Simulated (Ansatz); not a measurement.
Reaction (ligand exchange at the Si–C bond): `C[Si](C)(O)Cl` + HBr → `C[Si](O)(Cl)Br` + CH₄

Isolated molecules relaxed with PBE0-D4/def2-TZVP in Ansatz; ΔE leaves out vibrations. CBS: MP2 limit from def2 TZ/QZ plus the TZ coupled-cluster correction, frozen cores. This one scheme is used for every species. Functionals use def2-TZVPP. For Br outer-core shells are correlated without core-valence functions, which leaves a few kJ/mol of doubt a bond. Scalar relativity is left out up to krypton. Each species was taken in one conformer, which may not be the lowest.

```json
{"level": "r2SCAN-D4", "ΔE (kJ/mol)": "-102.9"}
{"level": "r2SCAN", "ΔE (kJ/mol)": "-103.1"}
{"level": "LC-ωPBE", "ΔE (kJ/mol)": "-96.4"}
{"level": "HF/CBS(def2)", "ΔE (kJ/mol)": "-103.0"}
```

Q: What does CCSD(T)/CBS give? (Best estimate.)

A: The calculation gave: -101.5 kJ/mol. The listed levels differ from it by -1.4, -1.6, 5.1, -1.5 kJ/mol.

Largest T1 diagnostic among the species: 0.010.

Leaving LDA and LC-ωPBE aside and taking each functional with its dispersion term where it has one, the values, not all of them listed here, spread over 6.9 kJ/mol, from BHLYP-D4 to CAM-B3LYP-D4. LDA lies +4.9 kJ/mol from PBE without D4. At CCSD(T), def2-SVP lies +7.2 kJ/mol from the extrapolated value and def2-TZVPP +5.5 kJ/mol.
